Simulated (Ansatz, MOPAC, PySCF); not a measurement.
Noncovalent pair: aminoborane (SMILES BN) (first 6 atoms) with aminoborane (SMILES BN); geometry from B3LYP-D3(BJ)/def2-TZVP, rigid monomers moved along the line of their centres of mass till H5···N8 is 3.38 Å.
(charge 0, multiplicity 1):
```xyz
12

B     -0.7839     0.3552    -0.2907
N      0.4300    -0.1995     0.0779
H     -1.0886     0.4051    -1.4420
H     -1.5094     0.7811     0.5601
H      0.7315    -0.2696     1.0382
H      1.0855    -0.5799    -0.5849
B      0.2940    -0.7361     4.9853
N      0.0317     0.4266     4.2717
H     -0.4171    -1.6806     4.8315
H      1.2336    -0.7648     5.7193
H      0.5747     1.2693     4.3719
H     -0.7582     0.5363     3.6540
```

Monomers are frozen at their geometry in the pair; levels with a basis set take the counterpoise correction. Rows marked so take none.

Cores are frozen in the correlated methods. Rows in 6-31G*, STO-3G carry no dispersion term and start afresh at each structure (6-31G* with six Cartesian d functions). The state reached by PM3 isn't checked.

Run with Ansatz (Gaussian orbitals); MOPAC for PM3 (differences of heats of formation); PySCF for 6-31G* rows, STO-3G rows, the dispersion terms. Values without a source in brackets are computed.

```csv
level,interaction energy (kcal/mol)
PM3,-0.31
HF/STO-3G (no counterpoise),-0.39
HF/6-31G* (no counterpoise),-1.14
PBE/def2-TZVPPD,-1.03
BP86/6-31G* (no counterpoise),-1.03
r2SCAN-D4/def2-TZVPPD,-1.23
B3LYP-D3(BJ)/def2-TZVPPD,-1.24
PBE0-D4/def2-TZVPPD,-1.36
MP2/aug-cc-pVDZ,?
```

**Question.** Fill in the missing entries.

**Answer.** 
- MP2/aug-cc-pVDZ, interaction energy (kcal/mol): -1.18

Ansatz is an electronic-structure program.
